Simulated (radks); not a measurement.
Problem. The bromine ion Br3+, 32 electrons, occupied as [Ar] 3d10 4s2 4p2. All-electron calculation, Dirac Kohn-Sham, revPBE, spin-unpolarised, spherical densities, finite nucleus; open shells are shared between the two j in proportion to 2j + 1; Fermi nuclear charge, rms radius 4.1629 fm. Program: a radial shooting solver on a logarithmic mesh with Libxc functionals. Some entries of the table are withheld. Estimate them.

orbital,occ.,eigenvalue (Ry),<1/r> (bohr^-1)
1s1/2,2,-981.4576,35.66
2s1/2,2,(1),7.957
2p1/2,2,-117.4989,7.923
2p3/2,4,-114.0072,7.663
3s1/2,2,-20.32129,2.607
3p1/2,2,-15.91088,(2)
3p3/2,4,-15.40798,(3)
3d3/2,4,-7.76333,2.169
3d5/2,6,-7.68313,2.153
4s1/2,2,-3.97800,0.8597
4p1/2,0.666667,-2.96305,0.7516
4p3/2,1.33333,-2.90953,0.7387

Solution. 
(1) 2s1/2 eigenvalue (Ry): -130.1797
(2) 3p1/2 <1/r> (bohr^-1): 2.489
(3) 3p3/2 <1/r> (bohr^-1): 2.427
